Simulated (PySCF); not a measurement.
## Vertical excitation energies

Compound: Ge₃H₁₀OSi.
SMILES: `[O]([SiH3])[GeH]([GeH3])[GeH3]`

Computed with TDDFT CAM-B3LYP/def2-SVPD, vertical, gas phase, core orbitals frozen in the response in PySCF. The structure is a single PBE0-D3(BJ)/def2-SVP conformer in the gas phase; no vibrational or solvent corrections. The CAM-B3LYP/def2-SVPD calculation is non-relativistic and has no spin–orbit coupling, an omission that weighs most on germanium. Torsions of this conformer, `[SiH3:1][O:2][GeH:3]([GeH3:4])[GeH3:5]`: Si1–O2–Ge3–Ge4 58°.

Problem. Predict the UV-vis stick spectrum at this level.

Solution. 

```tsv
state	E (eV)	λ (nm)	ν̃ (cm⁻¹)	f	|μ| (D)	main configurations (H = HOMO, L = LUMO)
S1	5.72	216.8	46130	0.0046	0.46	H→L (87%)
S2	6.52	190.1	52620	0.380	3.92	H→L+1 (75%)
S3	6.59	188.1	53160	0.014	0.76	H-1→L (86%)
S4	6.69	185.3	53960	0.254	3.17	H→L+2 (81%), H→L+1 (9%)
S5	6.93	178.9	55910	0.050	1.38	H→L+3 (88%)
S6	7.00	177.1	56450	0.0016	0.24	H→L+4 (62%), H→L+5 (9%)
S7	7.29	170.0	58830	0.0033	0.35	H-2→L (55%), H-2→L+1 (13%)
S8	7.34	168.9	59220	0.058	1.44	H-1→L+1 (73%)
S9	7.56	164.0	60990	0.094	1.81	H-1→L+2 (74%), H-3→L (10%)
S10	7.66	161.8	61810	0.038	1.15	H→L+6 (72%)
```

Triplets (Tamm–Dancoff): T1 5.25 eV, H→L (89%); T2 5.66 eV, H→L+1 (72%), H→L+2 (9%); T3 6.05 eV, H-1→L (78%); T4 6.23 eV, H→L+2 (61%), H→L+4 (25%).

The lowest singlet comes at 217 nm (552 kJ/mol) in the ultraviolet; it is very weak; its leading configuration is HOMO→LUMO (87%). The most intense listed level is S2 at 6.52 eV (190 nm, f = 0.380), 0.80 eV above S1. Löwdin shares by element: HOMO germanium 61%, oxygen 18% (atoms not listed hold the other 22%); LUMO germanium 54%, oxygen 9% (atoms not listed hold the other 38%). The oscillator strengths of these states sum to 0.898; summed over the whole spectrum of an exact calculation they would give the number of electrons, 128 (Thomas–Reiche–Kuhn). Of the 10 states listed, 7 reach f = 0.01 and none stays under 0.0005. Weighted by f, the mean energy of these states is 6.80 eV. The vertical ionisation energy (ΔSCF) is 9.30 eV, 1.64 eV above S10. The window holds the lowest 10 singlets.
